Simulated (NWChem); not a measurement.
System: CH$_{5}$AlO$_{2}$S; SMILES C[O][Al]([OH])[SH]

```xyz
10

Al    -0.5173    -0.0866     0.0081
O     -2.0684    -0.7666    -0.0645
H     -2.8809    -0.2624    -0.1295
O     -0.3052     1.5851    -0.0274
C      0.6629     2.5780    -0.0137
H      0.6146     3.1840    -0.9361
H      0.5062     3.2638     0.8379
H      1.6911     2.1784     0.0672
S      1.1636    -1.4614     0.1475
H      0.3429    -2.5356     0.1285
```
Atoms are numbered in this order, from 1.

Computed with NWChem. Geometry: optimised at PBE0/def2-SVP. GIAO values for the isolated, static molecule; σ is the absolute isotropic shielding, δ = σ(reference) − σ with the isolated reference molecule computed at the same levels (13C: tetramethylsilane, 1H: tetramethylsilane, 17O: water).

**Question.** Predict the results for BHandHLYP/pcSseg-1. Quantities: σ Al1 (ppm); δ O2 (ppm); δ H3 (ppm); δ O4 (ppm); δ C5 (ppm); δ H6 (rotor mean) (ppm); δ H10 (ppm).

**Answer.** 
```
Quantity                 Result
-----------------------  ------
σ Al1 (ppm)               450.8
δ O2 (ppm)                 15.8
δ H3 (ppm)                 1.51
δ O4 (ppm)                 11.9
δ C5 (ppm)                 51.9
δ H6 (rotor mean) (ppm)    3.74
δ H10 (ppm)                0.14
```
